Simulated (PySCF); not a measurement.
## Electron correlation in B⁺ (boron, charge +1)

[He] 2s1 2p1, high-spin 3P determinant (an excited configuration). Calculation: PySCF 2.14, in def2-QZVPPD (8s4p4d2f1g, 63 functions); no relativity, point nucleus. Frozen: 1s2; 2 electrons correlated.

With two correlated electrons CCSD is exact within the correlated space (frozen core and kept virtual orbitals).

```csv
level,correlation energy (mhartree)
CCSD,-5.08
```

Diagnostics: T1 = 0.0020, D1 = 0.0035, largest double amplitude 0.026.

Cost of the coupled-cluster step: about 3 core-seconds, for 2 correlated electrons.

Iterations:

```
CC2 = 0
CCSD nocc = (np.int64(2), np.int64(0)), nmo = (62, 62)
frozen orbitals [[0], [0]]
max_cycle = 100
direct = 0
conv_tol = 1e-08
conv_tol_normt = 1e-06
diis_space = 8
diis_start_cycle = 0
Init t2, MP2 energy = -0.00330152843665623
Init E_corr(UCCSD) = -0.00330152843706189
cycle = 1  E_corr(UCCSD) = -0.0043621961394894  dE = -0.0010606677  norm(t1,t2) = 0.0140867
cycle = 2  E_corr(UCCSD) = -0.00476716481117968  dE = -0.000404968672  norm(t1,t2) = 0.00639118
cycle = 3  E_corr(UCCSD) = -0.00508891150333154  dE = -0.000321746692  norm(t1,t2) = 0.00308976
cycle = 4  E_corr(UCCSD) = -0.0050833903787081  dE = 5.52112462e-06  norm(t1,t2) = 0.000344255
cycle = 5  E_corr(UCCSD) = -0.005083856552017  dE = -4.66173309e-07  norm(t1,t2) = 3.773e-05
cycle = 6  E_corr(UCCSD) = -0.00508375286951632  dE = 1.03682501e-07  norm(t1,t2) = 6.56233e-06
cycle = 7  E_corr(UCCSD) = -0.00508378234469824  dE = -2.94751819e-08  norm(t1,t2) = 8.86251e-07
cycle = 8  E_corr(UCCSD) = -0.0050837736695342  dE = 8.67516404e-09  norm(t1,t2) = 9.52387e-08
UCCSD converged
E(UCCSD) = -24.12752877413201  E_corr = -0.005083773669534199
```
